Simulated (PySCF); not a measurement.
C4H7Cl, SMILES C(=CCl)(C)C.

Geometry: PBE0-D3(BJ)/def2-SVP.

All values below come from TDA-LC-ωPBE/def2-SVPD in PySCF.

Vertical excitations.  State labels are in the subgroup Cs.

Computed UV-visible absorptions:
```csv
state,symmetry,energy (eV),λ (nm),f,main pairs
S1,A",7.05,176,0.000,"HOMO→LUMO+2 50 %, HOMO→LUMO+8 20 %, HOMO→LUMO 10 %"
S2,A',7.31,170,0.584,HOMO→LUMO+1 92 %
S3,A",7.40,168,0.002,HOMO→LUMO 67 %
S4,A",8.10,153,0.000,HOMO−1→LUMO+1 90 %
S5,A",8.31,149,0.007,HOMO→LUMO+3 74 %
S6,A',8.48,146,0.005,"HOMO−1→LUMO+2 59 %, HOMO−1→LUMO+8 16 %, HOMO−1→LUMO+4 9 %"
S7,A",8.73,142,0.003,"HOMO→LUMO+4 40 %, HOMO→LUMO+8 24 %, HOMO→LUMO+2 13 %, HOMO→LUMO 9 %"
S8,A",9.01,138,0.000,HOMO−2→LUMO+1 88 %
S9,A',9.04,137,0.027,HOMO→LUMO+5 93 %
S10,A",9.09,136,0.029,"HOMO→LUMO+7 32 %, HOMO→LUMO+6 23 %, HOMO→LUMO+8 14 %, HOMO→LUMO+2 12 %"
T1,A',3.99,311,0,HOMO→LUMO+1 88 %
T2,A",6.41,193,0,"HOMO→LUMO+2 45 %, HOMO→LUMO+8 27 %, HOMO→LUMO+10 8 %"
T3,A",7.25,171,0,HOMO→LUMO 71 %
T4,A',7.58,164,0,"HOMO−1→LUMO+2 44 %, HOMO−1→LUMO+8 27 %, HOMO−1→LUMO+4 9 %, HOMO−1→LUMO+10 7 %"
```
Triplets are in the Tamm–Dancoff approximation.
Roots above 8.9 eV, the ΔSCF ionisation energy, lie in the ionisation continuum and depend on the basis.
